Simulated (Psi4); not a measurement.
CF$_{4}$, singlet, at a GFN2-xTB geometry; PBE/def2-TZVPD in Psi4.

Psi4 was given this input:
```
memory 2 GB

molecule mol {
0 1
C     0.000000    0.000000   -0.000000
F     0.761567    0.766691    0.747684
F    -0.749402   -0.756914    0.769615
F    -0.767915    0.750644   -0.757410
F     0.755750   -0.760420   -0.759889
}

set {
  basis def2-tzvpd
  reference rks
  s_orthogonalization partialcholesky
}

energy('pbe')
print_variables()
```

Task: Write the output that Psi4 gives for this input, abridged.

Result: 
```
   => Loading Basis Set <=

    Name: DEF2-TZVPD
    Role: ORBITAL
    Keyword: BASIS

         ---------------------------------------------------------
                                   SCF
               by Justin Turney, Rob Parrish, Andy Simmonett
                          and Daniel G. A. Smith
                              RKS Reference
         ---------------------------------------------------------

  ==> Geometry <==

    Molecular point group: c1
    Full point group: C1

    Geometry (in Angstrom), charge = 0, multiplicity = 1:

       Center              X                  Y                   Z               Mass
    ------------   -----------------  -----------------  -----------------  -----------------
         C            0.000000000000    -0.000000215907     0.000000000000    12.000000000000
         F            0.761567000000     0.766690784093     0.747684000000    18.998403162730
         F           -0.749402000000    -0.756914215907     0.769615000000    18.998403162730
         F           -0.767915000000     0.750643784093    -0.757410000000    18.998403162730
         F            0.755750000000    -0.760420215907    -0.759889000000    18.998403162730

  Running in c1 symmetry.

  Rotational constants: A =      0.19269  B =      0.19269  C =      0.19269 [cm^-1]
  Rotational constants: A =   5776.72962  B =   5776.72852  C =   5776.72578 [MHz]
  Nuclear repulsion =  206.829469638187817

  Charge       = 0
  Multiplicity = 1
  Electrons    = 42
  Nalpha       = 21
  Nbeta        = 21

  ==> Algorithm <==

  SCF Algorithm Type is DF.
  DIIS enabled.
  MOM disabled.
  Fractional occupation disabled.
  Guess Type is SAD.
  Energy threshold   = 1.00e-06
  Density threshold  = 1.00e-06
  Integral threshold = 1.00e-12

  ==> Primary Basis <==

  Basis Set: DEF2-TZVPD
    Blend: DEF2-TZVPD
    Number of shells: 69
    Number of basis functions: 197
    Number of Cartesian functions: 227
    Spherical Harmonics?: true
    Max angular momentum: 3

  ==> DFT Potential <==

   => LibXC <=

    Version 7.1.2
    S. Lehtola, C. Steigemann, M. J. T. Oliveira, and M. A. L. Marques,  SoftwareX 7, 1–5 (2018) (10.1016/j.softx.2017.11.002)

   => Composite Functional: PBE <=

    PBE GGA Exchange-Correlation Functional

    J.P. Perdew et. al., Phys. Rev. Lett., 77(18), 3865-3868, 1996

    Deriv               =              1
    GGA                 =           TRUE
    Meta                =          FALSE

    Exchange Hybrid     =          FALSE
    MP2 Hybrid          =          FALSE

   => Exchange Functionals <=

    1.0000     XC_GGA_X_PBE

   => Correlation Functionals <=

    1.0000     XC_GGA_C_PBE

   => LibXC Density Thresholds  <==

    XC_GGA_C_PBE:  1.00E-12
    XC_GGA_X_PBE:  1.00E-15

   => Molecular Quadrature <=

    Radial Scheme          =       TREUTLER
    Pruning Scheme         =           NONE
    Nuclear Scheme         =       TREUTLER

    Blocking Scheme        =         OCTREE
    BS radius alpha        =              1
    Pruning alpha          =              1
    Radial Points          =             75
    Spherical Points       =            302
    Total Points           =         110045
    Total Blocks           =            868
    Max Points             =            256
    Max Functions          =            191
    Weights Tolerance      =       1.00E-15

   => Loading Basis Set <=

    Name: (DEF2-TZVPD AUX)
    Role: JKFIT
    Keyword: DF_BASIS_SCF

  ==> Integral Setup <==

  SCF_SUBTYPE=INCORE selected. In-core MEM_DF algorithm will be used.
  Using in-core AOs.

  ==> MemDFJK: Density-Fitted J/K Matrices <==

    J tasked:                   Yes
    K tasked:                    No
    wK tasked:                   No
    Algorithm:                 Core
    Schwarz Cutoff:           1E-12
    Mask sparsity (%):       1.1441
    Fitting Condition:        1E-10

   => Auxiliary Basis Set <=

  Basis Set: (DEF2-TZVPD AUX)
    Blend: DEF2-UNIVERSAL-JKFIT
    Number of shells: 125
    Number of basis functions: 383
    Number of Cartesian functions: 461
    Spherical Harmonics?: true
    Max angular momentum: 4

    Using partial Cholesky orthogonalization (doi:10.1063/1.5139948, doi:10.1103/PhysRevA.101.032504).
    Proceeding with canonical orthogonalization in reduced basis.
  Minimum eigenvalue in the overlap matrix is 2.4086640250E-04.
  Reciprocal condition number of the overlap matrix is 2.4194970090E-05.

  ==> Pre-Iterations <==

  SCF Guess: Superposition of Atomic Densities via on-the-fly atomic UHF (no occupation information).

   -------------------------
    Irrep   Nso     Nmo
   -------------------------
     A        197     197
   -------------------------
    Total     197     197
   -------------------------

  ==> Iterations <==

                           Total Energy        Delta E     RMS |[F,P]|

   @DF-RKS iter SAD:  -437.22419516138586   -4.37224e+02   0.00000e+00
   @DF-RKS iter   1:  -437.18980135196313    3.43938e-02   2.95676e-03 DIIS/ADIIS
   @DF-RKS iter   2:  -437.05262207348670    1.37179e-01   4.67294e-03 DIIS/ADIIS
   @DF-RKS iter   3:  -437.27448179305378   -2.21860e-01   4.20539e-04 DIIS/ADIIS
   @DF-RKS iter   4:  -437.27702245949365   -2.54067e-03   5.12893e-05 DIIS
   @DF-RKS iter   5:  -437.27705655481441   -3.40953e-05   6.06207e-06 DIIS
   @DF-RKS iter   6:  -437.27705689160206   -3.36788e-07   9.59750e-07 DIIS
  Energy and wave function converged.

  ==> Post-Iterations <==

   Electrons on quadrature grid:
      Ntotal   =   41.9999981664 ; deviation = -1.834e-06

    Orbital Energies [Eh]
    ---------------------

    Doubly Occupied:

[...]
    Virtual:

[...]
    Final Occupation by Irrep:
              A
    DOCC [    21 ]
    NA   [    21 ]
    NB   [    21 ]

  @DF-RKS Final Energy:  -437.27705689160206

   => Energetics <=

    Nuclear Repulsion Energy =            206.8294696381878168
    One-Electron Energy =               -1018.6529097679988354
    Two-Electron Energy =                 421.4404205493332256
    DFT Exchange-Correlation Energy =     -46.8940373111242295
    Empirical Dispersion Energy =           0.0000000000000000
    VV10 Nonlocal Energy =                  0.0000000000000000
    Total Energy =                       -437.2770568916020579

Computation Completed

Properties will be evaluated at   0.000000,   0.000000,   0.000000 [a0]

Properties computed using the SCF density matrix

 Multipole Moments:

 ------------------------------------------------------------------------------------
     Multipole            Electronic (a.u.)      Nuclear  (a.u.)        Total (a.u.)
 ------------------------------------------------------------------------------------

 L = 1.  Multiply by 2.5417464519 to convert [e a0] to [Debye]
 Dipole X            :         -0.0000132           -0.0000000           -0.0000132
 Dipole Y            :          0.0000057           -0.0000001            0.0000056
 Dipole Z            :          0.0000143            0.0000000            0.0000143
 Magnitude           :                                                    0.0000202

 ------------------------------------------------------------------------------------

  Variable Map:
  ----------------------------------------------------------------------------
[...]
  Array Variable Map:
  ----------------------------------------------------------------------------
[...]
[...]
```
